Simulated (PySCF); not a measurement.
C₆ coefficients of unlike pairs at UHF

Calculated with PySCF 2.14 from the dipole response of each species, C₆(A,B) = (3/π) ∫ α_A(iu) α_B(iu) du, in atomic units, from isotropic polarisabilities. For ions this is the dispersion term alone; charge-induced terms of lower order in 1/R come first.

```tsv
species	configuration	basis	relativity	α (bohr³)	C₆ (like pair)
Kr⁺	[Ar] 3d10 4s2 4p5 (2P)	aug-cc-pVTZ-PP with ECP10MDF (6s5p4d2f)	core potential	10.58	64.43
Fe³⁺	[Ar] 3d5 (6S)	x2c-QZVPPall with one added diffuse shell each of s, p, d, f, g type (12s8p6d5f3g)	spin-free X2C	1.673	4.030
Fe	[Ar] 3d6 4s2 (5D)	aug-cc-pVTZ-DK (8s7p5d3f2g)	spin-free X2C	81.96	778.6
Se⁺	[Ar] 3d10 4s2 4p3 (4S)	def2-QZVPPD (12s8p5d4f1g)	none	14.39	89.54
```

Task: Estimate C₆ for Se⁺ with Fe.

Result: The integral gives 226.5. The combination rule 2 C_A C_B / (C_A α_B/α_A + C_B α_A/α_B) gives 215.6 and the geometric mean 264.0.

No spin-orbit coupling is included.

The other pairs:

```
     pair     C₆
Fe³⁺, Kr⁺  14.46
Se⁺, Fe³⁺  16.24
 Fe, Fe³⁺  33.38
 Se⁺, Kr⁺  75.32
  Fe, Kr⁺  179.1
```
